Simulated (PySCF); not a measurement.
SMILES [CH3][Al]([F])[F] (CH₃AlF₂) at its B3LYP/def2-SVP optimised geometry (Å):

```
7

Al     0.2230     0.3764     0.0000
C     -0.8001    -1.2634    -0.0040
H     -0.5548    -1.8692    -0.8924
H     -1.8842    -1.0727    -0.0033
H     -0.5547    -1.8762     0.8796
F     -0.4914     1.8762     0.0000
F      1.8842     0.3764     0.0000
```

Calculation: B3LYP/def2-TZVP (PySCF).

Map of the electrostatic potential (hartree/e), clipped to [-0.08, 0.12] on the plane z = 0.6 Å:

```
|22222211111111111111222222222|
|22222111111000111111122222222|
|22222111100000001111112222222|
|22222111000000000111111112222|
|22222111000000000111111111122|
|22222110000132101111111111111|
|22222110002799522222211111111|
|22222111004999954432211111111|
|22222211114999998753210000111|
|22222221124999999984210000011|
|22222222235999999997431000011|
|33333333357999999999994100001|
|33333333469999999999999200001|
|33333334469999999999999300001|
|33333444569999999999997100011|
|33334455568999999998642000011|
|33344567899999999996310000111|
|33345689999999999974211001111|
|33345699999999987654221111111|
|33344579999999975543322111122|
|33334456799999975443322222222|
|33333344579999964433322222222|
|33333333358999854333322222222|
|33333333345787544333332222222|
|33333333333444443333332222222|
|33333333333333333333333222222|
|33333333333333333333333222222|
|33333333333333333333333222222|
|33333333333333333333333322222|
```
Scale: ten equal steps from -0.048 (start of '0') to 0.120 (end of '9'), in the order '0123456789'; x runs from -4.00 to 4.00, y from -4.00 (bottom) to 4.00 (top).
